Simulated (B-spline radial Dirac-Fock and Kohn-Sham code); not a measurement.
**N 2p3/2: cross section and angular parameters**

System: atomic nitrogen in the configuration [He] 2s2 2p3; threshold 10.59 eV (orbital energy of the model). The computed values come from a radial B-spline solver: Dirac-Hartree-Slater photoionisation with a Latter tail; cross sections with all multipoles, angular parameters from the dipole term and its interference with E2.

Input of the calculation (task.json; shells as n, l, electrons):

```json
{"items": [{
  "Z": 7,
  "q": 0,
  "cfg": [[1, 0, 2], [2, 0, 2], [2, 1, 3]],
  "A": 14,
  "rrms": 2.5582,
  "do": "xps",
  "hv": [51.0, 52.6, 60, 66.5, 150, 200, 251.0, 269.0, 402.0, 589.0, 623.0, 810.0, 888.0, 941.0, 1190.0, 1253.6, 1290.0, 1486.9, 2000, 2160.0, 3550.0, 4360.0, 4680.0, 5414.7, 6540.0, 8010.0, 8590.0, 9860.0, 11100.0, 12000],
  "edges": {"K": 409.9}
}]}
```

Command: `python xray2_run.py task.json out`

For linearly polarised light dσ/dΩ = σ/(4π) [1 + β P₂(cos θ) + (δ + γ cos²θ) sin θ cos φ], with θ from the polarisation vector and φ the angle between the beam and the projection of the electron momentum on the plane normal to the polarisation.

```csv
hν (eV),σ (kb),β,γ,δ
51,1740,1.478,0.050,0.007
52.6,1630,1.483,0.052,0.007
60,1220,1.500,0.062,0.007
66.5,955,1.508,0.071,0.008
150,107,1.400,0.172,0.013
200,45.2,1.291,0.208,0.017
251,22.4,1.191,0.233,0.022
269,18.0,1.159,0.241,0.023
402,5.09,0.965,0.284,0.035
589,1.44,0.779,0.329,0.051
623,1.19,0.753,0.334,0.053
810,0.481,0.638,0.360,0.068
888,?,?,?,?
941,0.285,0.580,0.375,0.078
1190,0.123,0.497,0.405,0.094
1253.6,0.102,0.481,0.412,0.098
1290,0.0922,0.472,0.417,0.100
1486.9,0.0550,0.427,0.440,0.111
2000,0.0181,0.335,0.495,0.139
2160,0.0135,0.310,0.508,0.147
3550,0.00193,0.176,0.571,0.206
4360,0.000853,0.139,0.602,0.234
4680,0.000643,0.127,0.615,0.244
5414.7,0.000359,0.106,0.644,0.266
6540,0.000168,0.082,0.689,0.297
8010,7.37e-05,0.058,0.739,0.334
8590,5.54e-05,0.050,0.757,0.348
9860,3.15e-05,0.036,0.793,0.376
11100,1.94e-05,0.026,0.827,0.401
12000,1.40e-05,0.019,0.851,0.418
```

Task: Give the values at 888 eV.

Result: σ = 0.349 kb, β = 0.602, γ = 0.369, δ = 0.074.
